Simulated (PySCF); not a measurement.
These are PBE-D3(BJ)/def2-TZVP // PBE0-D4/def2-TZVP (PySCF 2.14.0) values and carry that method's errors. Gas-phase values, no solvent. One relaxed conformer stands for a flexible species; it need not be the lowest. Delta-SCF ions had no search for a lower state. Excitations are Tamm–Dancoff values on a coarser integration grid. The basis has no diffuse functions, so Rydberg states are missing or too high.

Reference species (SMILES): `O=C(O)[SiH2]Cl` (Si–C–O–H torsion -180°, O–C–Si–Cl torsion 179°) (neutral, multiplicity 1).

| Item | Value |
|---|---|
| vertical ionisation energy (Delta-SCF) | 9.89 eV |
| T1 excitation (TDA) | 4.20 eV |
| LUMO | -2.07 eV |

After one change: the vertical ionisation energy (Delta-SCF) falls by 0.62 eV; the T1 excitation (TDA) falls by 1.20 eV; the LUMO drops by 1.02 eV.

Task: What was changed between the two runs? The new species is one of these.
A) `[AlH2][SiH2]Cl`
B) `O=C[SiH2]Cl` (O–C–Si–Cl torsion 180°)
C) `Cl[SiH2]C1CC1` (Cl–Si–C–C torsion 83°)
D) `Cl[SiH2]Br`

Result: A, `[AlH2][SiH2]Cl`
